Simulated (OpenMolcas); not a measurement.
**Ti2+, Zr2+, Hf2+: d² down the group**

* Program: OpenMolcas
* Method: SS-CASPT2, IPEA 0.25 Eh, imaginary shift 0.1 Eh
* Basis: ANO-RCC-VQZP
* Scalar Hamiltonian: DKH2, point nucleus
* Spin-orbit coupling: state interaction with AMFI integrals over the reference wave functions, term energies averaged over their components

Active space for each ion: 2 electrons in 10 orbitals (d d); closed shells correlated by CASPT2: Ti2+ 3s 3p; Zr2+ 4s 4p; Hf2+ 5s 5p.

Computed levels in cm-1 above ³F₂:

```
                               Level   Ti2+   Zr2+   Hf2+
                                 ³F₃    198    707   3280
                                 ³F₄    455   1534   6350
                                 ¹D₂   8130   5780   9540
                                 ³P₀  11070   8560   9680
                                 ³P₁  11140   8830  11360
                                 ³P₂  11270   9350  14650
                                 ¹G₄  14440  11290  14700
                                 ¹S₀  32460  23710  29330
weight of ³F in the lowest level (%)    100     99     93
```

Mixed levels, with the weight of the term that names them: Hf2+ ¹D₂ (63 %), Hf2+ ³P₂ (69 %).

Measured, with the error of the calculation in %. Measured levels: Ti2+ from Corliss and Sugar, J. Phys. Chem. Ref. Data 8, 1 (1979); Zr2+ from Moore, Atomic Energy Levels, vol. II, NSRDS-NBS 35 (1971 reprint of NBS Circular 467, 1952); NIST levels as listed in Rynkun, Gaigalas and Jonsson, Astron. Astrophys. 637, A10 (2020).

```
Level          Ti2+          Zr2+
  ³F₃    185 (+7.3)    681 (+3.8)
  ³F₄    420 (+8.3)   1486 (+3.2)
  ¹D₂   8474 (-4.1)   5742 (+0.7)
  ³P₀  10538 (+5.1)   8062 (+6.2)
  ³P₁  10604 (+5.0)   8326 (+6.1)
  ³P₂  10721 (+5.2)   8838 (+5.8)
  ¹G₄  14398 (+0.3)  11049 (+2.2)
  ¹S₀     32476 (0)  23979 (-1.1)
```

The fine-structure level ³F₄ changes by a factor of 14 from Ti2+ to Hf2+.

Without spin-orbit coupling ¹D lies 7870, 4900, 6310 cm-1 above ³F in that order; the difference to the level ¹D₂, of either sign, comes from spin-orbit coupling, which also lowers the zero.

CASPT2 does not keep the components of a term degenerate, so their means are used; among the terms shown or strongly mixed into the levels shown the widest spread is 630 cm-1 (3d² ³F, Ti2+). Active for correlation alone: 4d; no level in the range computed is led by a configuration that fills it, so any true level of that kind is missing (holds for Ti2+). Active for correlation alone: 5d; no level in the range computed is led by a configuration that fills it, so any true level of that kind is missing (holds for Zr2+). Active for correlation alone: 6d; no level in the range computed is led by a configuration that fills it, so any true level of that kind is missing (holds for Hf2+). Computed and measured levels are paired by configuration, term and J; levels that our copy of the source lacks, or whose pairing is in doubt (as where it misses far off the trend of its configuration), stay unpaired and out of the deviations. Only configurations of the active space appear.
